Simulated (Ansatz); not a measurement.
Consider the formal loss of a carbene: `CC(C)S[SiH3]` → `CCS[SiH3]` + `[CH2]` (triplet).

Computed with Ansatz on PBE0-D4/def2-TZVP structures; ΔE is electronic, products minus reactants. CCSD(T)/CBS is the MP2 limit (def2-TZVPP, def2-QZVPP) plus CCSD(T) − MP2 in def2-TZVPP, frozen cores. This one scheme is used for every species. DFT in def2-TZVPP. B3LYP here is the variant with VWN-RPA as its local correlation; programs differ in this. Triplets are unrestricted, without spin–orbit coupling. One conformer a species, not always the lowest.

```
             level  ΔE (kcal/mol)  difference from CCSD(T)/CBS
           PBE0-D4          105.0                         -1.2
          B3LYP-D4          103.7                         -2.5
           ωB97M-V          106.3                          0.1
               PBE          104.7                         -1.5
            r2SCAN           99.6                         -6.6
              PBE0          103.0                         -3.2
             B3LYP          100.0                         -6.2
     HF/def2-TZVPP           68.7                        -37.5
    MP2/def2-TZVPP          107.0                          0.8
SCS-MP2/def2-TZVPP          106.5                          0.3
   CCSD/def2-TZVPP          100.4                         -5.8
CCSD(T)/def2-TZVPP          103.4                         -2.8
    MP2/def2-QZVPP          108.6                          2.4
SCS-MP2/def2-QZVPP          108.4                          2.2
      HF/CBS(def2)           68.6                        -37.6
     MP2/CBS(def2)          109.8                          3.6
       CCSD(T)/CBS          106.2                            0
```

Largest T1 diagnostic among the species: 0.011.

In def2-TZVPP, CCSD(T) changes the Hartree–Fock value by +34.8 kcal/mol (the triples alone add +3.1 kcal/mol) and MP2 by +38.4 kcal/mol. The D4 term adds +3.7 kcal/mol with B3LYP and +2.0 kcal/mol with PBE0; it sums over pairs of atoms, weighted by their polarisabilities, and B3LYP, whose exchange is more repulsive, gets the larger term.
